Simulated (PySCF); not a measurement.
C2H7BN2O, SMILES C/C=N/B(N)O.

The structure is a stationary point at PBE-D3(BJ)/def2-SVP. The structure was generated by enumeration; whether it is a known compound was not checked. The values are those of a single conformer.

Computed with PBE-D3(BJ)/def2-SVP run with PySCF 2.14.0.

Frequencies are harmonic and unscaled.

Task: Estimate the vibrational spectrum. (Estimate from the structure and the level; the computed values follow.)

Result: 
```tsv
mode	ν (cm⁻¹)	IR (km/mol)	moving atoms (share of kinetic energy)
1	73	3.6	H 40 %, N 36 %, C 12 %, O 10 %
2	138	3.2	N 37 %, H 28 %, C 22 %, O 11 %
3	143	1.6	H 45 %, C 30 %, N 15 %, O 9 %
4	184	0.3	H 65 %, C 22 %, N 11 %
5	330	49.8	H 51 %, N 20 %, C 15 %, O 14 %
6	335	50.4	H 58 %, N 20 %, O 11 %, C 10 %
7	438	104.8	H 62 %, N 19 %, O 9 %
8	441	32.5	H 42 %, N 27 %, O 16 %
9	480	39.2	H 43 %, C 19 %, N 17 %, B 10 %, O 10 %
10	551	12.2	H 92 %
11	639	36.8	B 73 %, N 9 %
12	775	20.0	N 42 %, H 36 %, C 10 %
13	827	1.2	H 77 %, N 11 %, C 9 %
14	869	6.4	H 57 %, N 22 %, O 20 %
15	931	7.3	H 39 %, C 30 %, N 26 %
16	1005	142.2	H 74 %, O 11 %, N 9 %
17	1050	0.8	H 55 %, C 42 %
18	1095	13.2	C 56 %, H 40 %
19	1295	200.1	H 49 %, B 32 %, N 9 %
20	1314	102.8	H 67 %, C 23 %
21	1370	25.7	H 72 %, B 13 %, C 10 %
22	1392	110.7	H 49 %, B 39 %
23	1397	33.3	H 90 %
24	1400	51.5	H 66 %, B 24 %
25	1544	220.9	H 57 %, N 22 %, B 19 %
26	1747	263.3	C 53 %, N 43 %
27	2848	91.8	H 92 %
28	2960	8.3	H 97 %
29	3033	6.9	H 91 %, C 9 %
30	3092	7.3	H 90 %, C 10 %
31	3539	33.4	H 96 %
32	3651	24.0	H 91 %, N 9 %
33	3759	53.6	H 94 %
```
